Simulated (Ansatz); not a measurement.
Frontier orbitals of C$_{3}$H$_{11}$InS (`[CH3][In-]([CH3])([CH3])[SH2+]`).

| atom | x (Å) | y (Å) | z (Å) |
| --- | --- | --- | --- |
| C1 | -0.5879 | -1.8059 | -1.0663 |
| In2 | 0.4032 | -0.0963 | -0.1602 |
| C3 | 1.2333 | 1.4616 | -1.4179 |
| C4 | 0.9445 | -0.1930 | 1.9433 |
| S5 | -2.1492 | 1.2538 | 0.4135 |
| H6 | 0.1532 | -2.5160 | -1.4420 |
| H7 | -1.2081 | -1.4997 | -1.9119 |
| H8 | -1.2133 | -2.3325 | -0.3418 |
| H9 | 0.5986 | 1.6438 | -2.2872 |
| H10 | 1.3471 | 2.3955 | -0.8643 |
| H11 | 2.2206 | 1.1642 | -1.7804 |
| H12 | 0.2272 | -0.7903 | 2.5107 |
| H13 | 0.9992 | 0.8055 | 2.3830 |
| H14 | 1.9269 | -0.6579 | 2.0592 |
| H15 | -2.8556 | 0.1268 | 0.2273 |
| H16 | -2.0396 | 1.0405 | 1.7349 |

Total charge 0; spin multiplicity 1. Correlated methods include outer-core shells of In, which these sets cover unevenly. In takes the def2 core potential. Geometry: relaxed with PBE0-D4/def2-TZVP. It is one conformer, not always the lowest. Basis def2-TZVPP, Ansatz 0.2.0.

Orbital energies of one run (eV). Highest occupied ones, from the top: -6.30, -6.33, -7.92, -9.94, -10.00, -10.02, -10.03, -10.18, -10.22, -10.30, -11.02, -12.94, -17.56, -17.61. Empty: -0.62, -0.41, -0.16, 0.64, 0.65, 0.70.

(1) Which functional gave them?
A. r2SCAN0
B. HSE06 (plane-wave form)
C. B97M-V
D. BHLYP

Answers

(1) B. HOMO energies: HSE06 -6.30, BHLYP -7.74, r2SCAN0 -6.85, B97M-V -5.80 eV.
